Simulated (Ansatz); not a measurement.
B₂N₂⁻. Total charge -1; doublet. Geometry PBE0-D4/def2-TZVPD.

Cartesian coordinates in Å:
```
B 0.116 -1.916 0.504
B -0.039 0.638 -0.168
N -0.117 1.925 -0.506
N 0.039 -0.647 0.170
```

At PBE-D4/def2-SVPD, PBE-D4/def2-TZVPD the gap within one spin of the charge -1 doublet nearly closes, so an electron or hole may be smeared out by delocalisation error. The structure comes from a short search, and lower isomers may exist.

Question: Estimate the α-spin orbital energies around the gap (eV) in Ansatz with HF/def2-TZVPD, PBE-D4/def2-SVPD, PBE-D4/def2-TZVPD, r2SCAN-D4/def2-TZVPD, PBE0-D4/def2-SVPD.

Answer: 
```tsv
orbital	HF/def2-TZVPD	PBE-D4/def2-SVPD	PBE-D4/def2-TZVPD	r2SCAN-D4/def2-TZVPD	PBE0-D4/def2-SVPD
HOMO−9	-202.17	-172.49	-172.21	-175.70	-180.12
HOMO−8	-26.00	-15.78	-16.05	-17.25	-18.52
HOMO−7	-24.98	-13.83	-14.21	-15.90	-17.19
HOMO−6	-15.24	-8.54	-8.57	-9.13	-10.47
HOMO−5	-9.22	-3.83	-3.89	-4.42	-5.52
HOMO−4	-9.20	-3.54	-3.58	-3.93	-5.04
HOMO−3	-8.38	-2.56	-2.74	-3.52	-4.77
HOMO−2	-6.86	-1.77	-1.88	-2.62	-3.59
HOMO−1	-5.74	-0.97	-1.06	-1.54	-2.59
HOMO	-4.21	-0.78	-0.76	-0.59	-1.39
LUMO	4.59	3.40	3.27	3.63	4.23
LUMO+1	5.09	3.59	3.31	3.73	4.45
LUMO+2	7.20	3.82	3.48	3.87	4.68
LUMO+3	7.28	4.80	3.72	4.88	5.42
LUMO+4	7.48	6.20	5.49	6.05	6.85
LUMO+5	8.22	6.55	5.57	6.14	7.42
β HOMO	-4.20	-0.46	-0.51	-0.56	-1.37
β LUMO	4.61	-0.34	-0.38	0.00	0.81
```
